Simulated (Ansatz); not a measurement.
Basis-set extrapolation for C2H7BO2 (`BOCCO`) (PBE0-D4/def2-TZVP geometry, frozen core, the Gaussian-basis code of Ansatz). Multiplicity 1, RHF reference.

```tsv
	def2-TZVPP	def2-QZVPP
HF	-254.345566	-254.358012
MP2 correlation	-0.922152	-0.989389
CCSD(T) correlation	-0.995578	not run
```

Energies in hartree. Use E(X) = E(∞) + A·exp(−7.88·√X) for Hartree–Fock and E(X) = E(∞) + B·X^(−2.97) for correlation, with X = 3 and 4, and add CCSD(T) minus MP2 of the smaller set to the MP2 limit.

**Question.** What is the CCSD(T) energy at the basis-set limit?

**Answer.** HF limit: -254.358012 + (-0.012446) × 0.13774 = -254.35973. MP2 limit: -0.989389 + (-0.067237) × 0.74074 = -1.03919. Higher-order term: -0.995578 − (-0.922152) = -0.07343. Total: -255.47235 hartree, 344.5 kJ/mol below CCSD(T)/def2-TZVPP.
